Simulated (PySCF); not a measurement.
**Electronic structure of Cl²⁺ (chlorine, charge +2) at the UHF level**

Configuration: [Ne] 3s2 3p3, high-spin 4S determinant. Calculation: PySCF 2.14, in 6-31G* (4s3p1d, 18 functions); no relativity, point nucleus.

- Total energy: -458.186783 hartree
- One-electron energy: -618.5778 hartree
- Hartree (Coulomb) energy: 187.3099 hartree
- Exchange energy: -26.9189 hartree
- Kinetic energy: 458.01580 hartree
- ⟨S²⟩: 3.7509
- ⟨L²⟩: 0.000
- Sum of ⟨r⟩: 11.21 bohr
- Sum of ⟨r²⟩: 15.50 bohr²
- Density at the nucleus (Gaussians lack the cusp): 3030 bohr⁻³
- Spin density at the nucleus: 0.430 bohr⁻³
- Langevin diamagnetic susceptibility: -12.3 ×10⁻⁶ cm³/mol
- Time after the integrals: 0.03 s of wall time on 1 thread of Neoverse-V2 (shared host)

```csv
shell,electrons,mean orbital energy (eV),"rms radius, mean of both spins (bohr)"
1s α,1,-2882.8,0.106
1s β,1,-2881.6,0.106
2s α,1,-316.82,0.480
2s β,1,-315.71,0.480
2p α,3,-248.21,0.451
2p β,3,-246.25,0.451
3s α,1,-57.504,1.57
3s β,1,-46.535,1.57
3p α,3,-39.700,1.72
```
